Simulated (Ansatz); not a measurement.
Species: AsH₂, charge 0, doublet. AsH2 (SMILES [AsH2], doublet).
B3LYP-D3(BJ)/def2-TZVP minimum from Ansatz (a quantum-chemistry and plane-wave program):
```
As
H 1 1.5300
H 1 1.5300 2 90.76
```
Charge 0, spin multiplicity 2.

Total energies in aug-cc-pVDZ, 7 correlated electrons, 14 frozen orbitals. Open shells are spin-unrestricted; no spin-orbit coupling. Cores are frozen in correlated methods (noble-gas shells, and filled d and f shells in the p block). No relativity.

| method | program | energy (Eh) | minus CCSDTQ (mEh) |
|---|---|---|---|
| HF | Ansatz | -2235.31277 | 133.13 |
| MP2 | Ansatz | -2235.41663 | 29.27 |
| CCSD | Ansatz | -2235.44179 | 4.11 |
| CCSD(T) | Ansatz | -2235.44509 | 0.82 |
| CCSDT(Q) | Ansatz | -2235.44588 | 0.02 |
| CCSDTQ | Ansatz | -2235.44590 | 0.00 |

Rough core times of Ansatz's runs on a shared machine: CCSD(T) under 20 s, CCSDT(Q) under 20 s, CCSDTQ 6 min.
